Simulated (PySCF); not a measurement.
# Excitation energy of Ga by level of theory

Ga [Ar] 3d10 4s2 4p1 (2P) → Ga [Ar] 3d10 4s1 4p1 5s1 (4P), as a difference of total energies. Calculation: PySCF 2.14, in aug-cc-pwCVDZ-PP with ECP10MDF (6s5p4d1f, 48 functions); a scalar-relativistic core potential. Correlated levels: valence and next inner shell: nothing frozen outside the core potential. The calculations carry no spin-orbit coupling.

```tsv
method	excitation energy (cm⁻¹)
UHF	59045
MP2 (valence and next inner shell)	69067
SCS-MP2 (valence and next inner shell)	70019
CCSD (valence and next inner shell)	69542
CCSD(T) (valence and next inner shell)	70132
```

The upper state lies above the first ionisation limit, but in LS coupling its spin forbids autoionisation to the ground ion. A Rydberg-like electron needs more diffuse functions than a valence basis has.

The promoted electron is Rydberg-like, and one or two diffuse shells describe it only roughly, which tends to raise the upper state.
